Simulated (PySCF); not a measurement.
## C₆ coefficients of unlike pairs at BLYP

Calculated with PySCF 2.14 from the dipole response of each species, C₆(A,B) = (3/π) ∫ α_A(iu) α_B(iu) du, in atomic units, from isotropic polarisabilities. For ions this is the dispersion term alone; charge-induced terms of lower order in 1/R come first.

```json
{"species": "V(3+)", "configuration": "[Ar] 3d2 (3F)", "basis": "aug-cc-pwCVTZ (10s9p7d4f3g)", "relativity": "none", "α (bohr³)": "2.287", "C₆ (like pair)": "5.875"}
{"species": "Re", "configuration": "[Xe] 4f14 5d5 6s2 (6S)", "basis": "aug-cc-pwCVTZ-PP with ECP60MDF (8s8p7d4f3g)", "relativity": "core potential", "α (bohr³)": "61.80", "C₆ (like pair)": "721.6"}
{"species": "In+", "configuration": "[Kr] 4d10 5s2 (1S)", "basis": "aug-cc-pVTZ-PP with one added diffuse shell each of d, f type with ECP28MDF (6s5p5d3f)", "relativity": "core potential", "α (bohr³)": "22.81", "C₆ (like pair)": "147.3"}
{"species": "Ar(3+)", "configuration": "[Ne] 3s2 3p3 (4S)", "basis": "x2c-TZVPPall with one added diffuse shell each of s, p, d type (6s6p4d1f)", "relativity": "spin-free X2C", "α (bohr³)": "3.559", "C₆ (like pair)": "9.658"}
```

(1) Estimate C₆ for Re with V(3+).

No spin-orbit coupling is included.

The other pairs:

| pair | C₆ |
| --- | --- |
| In+, V(3+) | 24.72 |
| Ar(3+), In+ | 34.71 |
| Ar(3+), Re | 71.70 |
| Ar(3+), V(3+) | 7.347 |
| In+, Re | 322.0 |

Results:

(1) The integral gives 50.26. The combination rule 2 C_A C_B / (C_A α_B/α_A + C_B α_A/α_B) gives 45.71 and the geometric mean 65.11.
